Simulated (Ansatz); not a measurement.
Stepwise reaction of `[OH][Al]([O][SiH3])[O][SiH3]` with hydrogen fluoride, as a gas-phase model of exchange steps in deposition or etching. ΔE in kJ/mol.

Calculated with Ansatz (gas phase, PBE0-D4/def2-TZVP geometries, no zero-point term in ΔE). CBS: MP2 limit from def2 TZ/QZ plus the TZ coupled-cluster correction, frozen cores. This one scheme is used for every species. Functionals use def2-TZVPP. B3LYP here is the variant with VWN-RPA as its local correlation; programs differ in this. One conformer a species, not always the lowest.

| step | reaction | PBE-D4 | B3LYP-D4 | ωB97M-V | CCSD(T)/CBS |
| --- | --- | --- | --- | --- | --- |
| 1 | `[OH][Al]([O][SiH3])[O][SiH3]` + H–F → `[OH][Al]([F])[O][SiH3]` + `O[SiH3]` | -25.4 | -21.4 | -24.0 | -20.4 |
| 2 | `[OH][Al]([F])[O][SiH3]` + H–F → `[OH][Al]([F])[F]` + `O[SiH3]` | -25.5 | -21.4 | -23.5 | -20.1 |

Question: By hand: ΔE of the 2 steps together at CCSD(T)/CBS.

Answer: (-20.4) + (-20.1) = -40.5 kJ/mol, or -20.2 kJ/mol a step.

In ΔE the steps differ by no more than 0.3 kJ/mol. All are downhill at CCSD(T)/CBS. PBE-D4 differs from CCSD(T)/CBS by -5.4 to -5.0 kJ/mol a step. Isolated molecules leave out the surface, adducts and barriers. Largest T1 diagnostic: 0.013.
